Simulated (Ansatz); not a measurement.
CH₇AlClNSi, relaxed with RKS PBE-D4/def2-SVP in Ansatz 0.2.0 from a rough embedded geometry. The force threshold is 0.03 eV/Å; the program also tests the step.

Charge 0, multiplicity 1. The bonds changed during the relaxation, so this is another structure than the one it started from.

Start:

```xyz
12

N     1.972   -1.322    0.474
Si    0.936    0.089    0.495
C    -0.656   -0.236   -0.445
Al   -1.918    1.337   -0.180
Cl   -0.343   -0.514   -2.141
H     2.167   -1.560   -0.594
H     1.400   -2.167    0.795
H     0.605    0.382    1.927
H     1.648    1.198   -0.090
H    -1.151   -1.139    0.040
H    -1.363    2.757   -0.768
H    -3.296    1.173    0.487
```

(1) How much energy does the relaxation release, and in how many steps? (Estimate.)

(2) Which bonds change most? (Estimate.)

(3) Give the relaxed structure. (Estimate.)

Results:

(1) Computed: 63.14 kJ/mol, in 10 steps.

(2) The calculation gave: Al4–Cl5 from 3.123 to 2.481 Å; C3–Cl5 from 1.747 to 1.910 Å; N1–H6 from 1.111 to 1.024 Å; Si2–H9 from 1.442 to 1.501 Å.

(3) Ansatz gave: 
```xyz
12

N     2.072   -1.366    0.290
Si    0.977   -0.040    0.579
C    -0.829   -0.176    0.029
Al   -1.941    1.412   -0.411
Cl   -0.919   -0.311   -1.874
H     2.392   -1.529   -0.668
H     1.902   -2.259    0.760
H     0.877    0.155    2.071
H     1.556    1.161   -0.110
H    -1.371   -1.071    0.398
H    -1.188    2.803   -0.631
H    -3.528    1.220   -0.434
```
